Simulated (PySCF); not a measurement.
Group charges in `C=CSCC[SiH2]Cl`

Species: C₄H₉ClSSi.
Numbering: `[CH2:1]=[CH:2][S:3][CH2:4][CH2:5][SiH2:6][Cl:7]` (hydrogens: H8, H9 on C1; H10 on C2; H11, H12 on C4; H13, H14 on C5; H15, H16 on Si6)

Cartesian coordinates in Å at the GFN2-xTB level; atoms count from 1:
```xyz
16
C4H9ClSSi angstrom
C      2.651    1.187    0.633
C      2.389    0.336   -0.345
S      1.008   -0.720   -0.523
C     -0.046   -0.283    0.905
C     -1.407   -0.942    0.762
Si    -2.380   -0.353   -0.771
Cl    -2.355    1.663   -0.784
H      2.004    1.334    1.480
H      3.548    1.781    0.610
H      3.059    0.204   -1.181
H     -0.141    0.804    0.915
H      0.468   -0.616    1.808
H     -1.278   -2.024    0.719
H     -1.979   -0.731    1.670
H     -1.783   -0.836   -2.010
H     -3.766   -0.796   -0.631
```

Atomic charges (e) from the PBE0/pcSseg-1 density (PySCF):

| atom | Mulliken | IAO | Hirshfeld | ESP-fitted |
| --- | --- | --- | --- | --- |
| C1 | -0.1727 | -0.3587 | -0.1241 | -0.3814 |
| C2 | -0.3012 | -0.2537 | -0.0632 | -0.1880 |
| S3 | +0.0537 | +0.1481 | +0.0373 | -0.1413 |
| C4 | -0.3742 | -0.3281 | -0.0705 | -0.1344 |
| C5 | -0.5129 | -0.5474 | -0.1606 | -0.3311 |
| Si6 | +0.6889 | +0.7965 | +0.3378 | +0.3927 |
| Cl7 | -0.3214 | -0.3136 | -0.1136 | -0.1916 |
| H8 | +0.1205 | +0.1466 | +0.0420 | +0.1633 |
| H9 | +0.1235 | +0.1606 | +0.0486 | +0.1676 |
| H10 | +0.1494 | +0.1696 | +0.0534 | +0.2259 |
| H11 | +0.1758 | +0.1507 | +0.0309 | +0.1464 |
| H12 | +0.1699 | +0.1523 | +0.0423 | +0.1315 |
| H13 | +0.1564 | +0.1569 | +0.0429 | +0.1556 |
| H14 | +0.1633 | +0.1608 | +0.0493 | +0.1154 |
| H15 | -0.0448 | -0.1140 | -0.0755 | -0.0540 |
| H16 | -0.0744 | -0.1267 | -0.0769 | -0.0766 |

Question: Cut each of the bonds C1–C2, C2–S3, S3–C4, C5–C4 and Si6–C5 in turn and sum the charges on the side of the atom named first.

Answer: In e; the other side holds the opposite charge:

| bond cut | piece | atoms | Mulliken | IAO | Hirshfeld | ESP-fitted |
| --- | --- | --- | --- | --- | --- | --- |
| C1–C2 | CH2 | 3 | +0.071 | -0.052 | -0.034 | -0.051 |
| C2–S3 | C2H3 | 5 | -0.080 | -0.136 | -0.043 | -0.013 |
| S3–C4 | C2H3S | 6 | -0.027 | +0.012 | -0.006 | -0.154 |
| C5–C4 | CH4ClSi | 7 | +0.055 | +0.012 | +0.003 | +0.010 |
| Si6–C5 | SiClH2 | 4 | +0.248 | +0.242 | +0.072 | +0.071 |

Extremes among these pieces. Mulliken: lowest C2H3 at C2, highest SiClH2 at Si6; IAO: lowest C2H3 at C2, highest SiClH2 at Si6; Hirshfeld: lowest C2H3 at C2, highest SiClH2 at Si6; ESP-fitted: lowest C2H3S at S3, highest SiClH2 at Si6.

Question: Do the schemes agree better on the pieces than on the single atoms at the cuts?

Answer: The spread between schemes averages 0.128 e for the pieces and 0.326 e for the atoms named first; it is smaller for the piece at 5 of the 5 cuts. On average they agree better on the pieces. The sign differs between schemes (beyond ±0.03 e) for CH2 at C1.

The structure is a single GFN2-xTB conformer in the gas phase; no vibrational or solvent corrections.

These values come from a run that also computed NMR shieldings. On one thread of an Arm Neoverse V1, on a shared host, this took 29 s wall and 0.80 GiB of memory at its peak.
